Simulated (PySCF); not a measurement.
ZnN: from constants to spectrum

PBE0 constants of ZnN, ⁴Σ⁻ (quartet), unpaired electrons σ ↑, π ↑↑ (Zn cc-pVDZ-PP with ECP10, N cc-pVDZ; scalar-relativistic core potentials (PySCF 2.14); masses 63.9291 and 14.0031 u):

* ωe: 318.2 cm⁻¹
* ωexe: 10.3 cm⁻¹
* Be: 0.34958 cm⁻¹
* αe: 0.00953 cm⁻¹
* D (centrifugal): 1.69e-06 cm⁻¹
* De to Zn + N: 0.301 eV

(1) Give the vibrational terms G(v) and spacings up to v = 3.

(2) How well does the Morse estimate ωe²/(4ωexe) reproduce De, and what is D0?

The bond is weak. Basis-set superposition, not corrected here, can be much of De in a small basis, most of all at correlated wavefunction levels. Functionals without a dispersion term scatter widely for such bonds, and LDA overbinds them. The state was picked by a PBE0 search and need not be the measured ground state.

Answers

(1) G(v) = ωe(v+½) − ωexe(v+½)².

```
v  G(v) (cm⁻¹)  G(v) − G(v−1)  Bv (cm⁻¹)
0          157                    0.3448
1          454            298     0.3353
2          731            277     0.3258
3          988            256     0.3162
```

(2) It gives 0.305 eV, 101 % of the computed De. D0 = De − G(0) = 0.301 − 0.019 = 0.282 eV.
